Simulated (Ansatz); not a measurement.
Ansatz (a first-principles code) input (CCSD(T)/aug-cc-pV(D+d)Z):
A basis named .json is the Basis Set Exchange file of that set.

Ansatz 0.2 input:
```yaml
crystal:
  periodic: [false, false, false]
  atoms:
    - {symbol: C, position_ang: [-1.40547486, 0.30099854, 0.07374885]}
    - {symbol: S, position_ang: [0.21935365, -0.50422896, -0.16615706]}
    - {symbol: O, position_ang: [1.26866513, 0.60802811, 0.23096221]}
    - {symbol: H, position_ang: [-1.53048985, 0.62032050, 1.11720610]}
    - {symbol: H, position_ang: [-2.19873660, -0.41231802, -0.18333439]}
    - {symbol: H, position_ang: [-1.49690385, 1.18944476, -0.56554948]}
basis:
  gaussian:
    orbitals: aug-cc-pV_D+d_Z.json
total_charge: -1
magnetization: {spin_polarized: false}
correlation: {method: ccsd_t, electrons: outside_noble_gas}
output: {forces: true}
```

End of the output:

```
reference -13931.86423078 eV, -511.9865671244 hartree; 10, 10 occupied and 88, 88 virtual orbitals, 1019 factors
densities: 0.64 GiB planned
second order -14.08824098 eV of doubles, -0.00000000 eV of singles
coupled cluster: 0.44 GiB planned
cycle   1  -14.24141645 eV  change   -1.5e-1 eV  update   1.2e-1
cycle   2  -14.65691985 eV  change   -4.2e-1 eV  update   4.5e-2
cycle   3  -14.79643158 eV  change   -1.4e-1 eV  update   2.7e-2
cycle   4  -14.80592750 eV  change   -9.5e-3 eV  update   9.0e-3
cycle   5  -14.80025291 eV  change    5.7e-3 eV  update   6.0e-3
cycle   6  -14.79998154 eV  change    2.7e-4 eV  update   2.9e-3
cycle   7  -14.80065009 eV  change   -6.7e-4 eV  update   1.5e-3
cycle   8  -14.80059719 eV  change    5.3e-5 eV  update   7.8e-4
cycle   9  -14.80050909 eV  change    8.8e-5 eV  update   3.0e-4
cycle  10  -14.80070737 eV  change   -2.0e-4 eV  update   1.7e-4
cycle  11  -14.80065931 eV  change    4.8e-5 eV  update   8.9e-5
cycle  12  -14.80058545 eV  change    7.4e-5 eV  update   4.4e-5
cycle  13  -14.80058871 eV  change   -3.3e-6 eV  update   2.4e-5
cycle  14  -14.80057914 eV  change    9.6e-6 eV  update   1.2e-5
cycle  15  -14.80057870 eV  change    4.3e-7 eV  update   6.0e-6
cycle  16  -14.80058085 eV  change   -2.1e-6 eV  update   3.4e-6
perturbative correction -0.57321135 eV, -0.0210651285 hartree
the calculation of the forces begins
Total energy: -13947.23802297 eV, -512.5515435668 hartree
Atom 0 at    -1.405475     0.300999     0.073749 Å, force     0.244771     0.022346     0.012443 eV/Å
Atom 1 at     0.219354    -0.504229    -0.166157 Å, force    -0.723662    -1.048229    -0.368965 eV/Å
Atom 2 at     1.268665     0.608028     0.230962 Å, force     0.828104     0.937898     0.333734 eV/Å
Atom 3 at    -1.530490     0.620321     1.117206 Å, force    -0.029925     0.096052     0.413291 eV/Å
Atom 4 at    -2.198737    -0.412318    -0.183334 Å, force    -0.303020    -0.335543    -0.119532 eV/Å
Atom 5 at    -1.496904     1.189445    -0.565549 Å, force    -0.016268     0.327476    -0.270972 eV/Å
Dipole moment:    -0.750437    -0.099366    -0.048584 e Å
```
